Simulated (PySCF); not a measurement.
H₆Te, SMILES [TeH6]. The structure is a stationary point at B3LYP-D3(BJ)/def2-TZVP. The def2 effective core potentials stand for the cores of Te; spin–orbit coupling is left out.

These are PySCF with B3LYP-D3(BJ)/def2-TZVP values and carry that method's errors.

Harmonic wavenumbers (cm⁻¹): 856, 856, 856, 934, 934, 934, 1028, 1028, 1028, 1740, 1740, 1740, 1756, 1756, 1918. Rotational constants (GHz): 41.47, 41.47, 41.47; symmetry number 24.

Q: Work out the zero-point energy and the ideal-gas rigid-rotor harmonic-oscillator thermochemistry at 298.15 K and 1 atm.

A: ZPE = ½ Σ hcν = ½ × 19102 cm⁻¹ = 27.31 kcal/mol. H − E(el) = 29.95 kcal/mol. Entropy in cal/(mol K): translation 40.58, rotation 12.73, vibration 1.14, total 54.46. G − E(el) = 13.72 kcal/mol. Cp = 12.22 cal/(mol K).
